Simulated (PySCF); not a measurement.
**Fractional electron number in Hf²⁺ (hafnium, charge +2)**

The 5d alpha orbital of [Xe] 4f14 5d2 is emptied in steps (occupation f), with all orbitals relaxed, ending at [Xe] 4f14 5d1. Computed with PySCF 2.14 in def2-SVP with the def2 core potential (60 electrons), with scalar relativity through the core potential. The exact energy is a straight line in f; departures are measured from the line between the end points of the same method.

Q: Among BHandHLYP, wB97X, HSE06, which shows the largest delocalisation error (convex curve), and which is closest to linear?

A: Most convex: HSE06 (-1.014 eV at f = 0.5); closest to linear: wB97X (-0.295 eV).

```
   f  BHandHLYP (eV)  wB97X (eV)  HSE06 (eV)
   1           0.000       0.000       0.000
0.75          -0.453      -0.223      -0.762
 0.5          -0.606      -0.295      -1.014
0.25          -0.456      -0.218      -0.758
   0           0.000       0.000       0.000
```

```
   method  E(f=0) − E(f=1) (eV)  −ε at f=1 (eV)  −ε at f=0.5 (eV)
BHandHLYP                22.366          19.960            22.359
    wB97X                22.108          20.920            22.121
    HSE06                22.515          18.456            22.526
```

Reference removal energy between the ground levels: 22.55 ± 0.04 eV (theoretical estimate listed by NIST; NIST Atomic Spectra Database, ionization energies). The calculation has no spin-orbit coupling.
